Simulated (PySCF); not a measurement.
## PbF3 at several levels of theory

All levels use the PBE0 minimum (doublet; Pb–F 2.056 Å (×3); F–Pb–F 107.8° (×3)), basis [Pb def2-SVP with ECP60, F def2-SVP], scalar-relativistic core potentials, density fitting, no spin–orbit coupling, PySCF. For vertical energies the ionised species is a singlet (spins chosen at PBE0 and kept) and the electron-attached one a singlet. Atomisation goes to high-spin ground-configuration atoms, without zero-point energy. Open shells are unrestricted, also as the reference of the correlated levels. A dash marks a value that was not computed or is not defined at that level.

Z-matrix (Å, degrees; charge 0 multiplicity 2):
```
Pb
F  1 2.0560
F  1 2.0560 2 107.76
F  1 2.0560 2 107.76 3 -116.03
```

| level | atomisation (kJ/mol) | vertical IP (eV) | vertical EA (eV) | −ε(HOMO) (eV) | dipole (D) |
| --- | --- | --- | --- | --- | --- |
| PBE0 | 1019 | 11.72 | 3.84 | 9.20 | 3.31 |
| HF | 492 | 12.11 | 3.65 | 12.86 | 4.15 |
| MP2 | – | 10.97 | 3.70 | – | – |
| PBE | 1161 | 11.17 | 3.44 | 7.63 | 2.86 |
| B3LYP | 1048 | 11.66 | 3.83 | 8.91 | 3.19 |
| r2SCAN | – | 11.56 | 3.69 | 8.18 | 3.11 |
| TPSSh | 1063 | 11.41 | 3.62 | 8.35 | 3.12 |
| M06 | – | 11.78 | 4.06 | 9.07 | 3.47 |
| B2PLYP | – | 11.29 | 3.78 | – | – |

Without diffuse functions attachment energies tend to come out too low.

No spin–orbit coupling is included, which matters more the heavier the element.
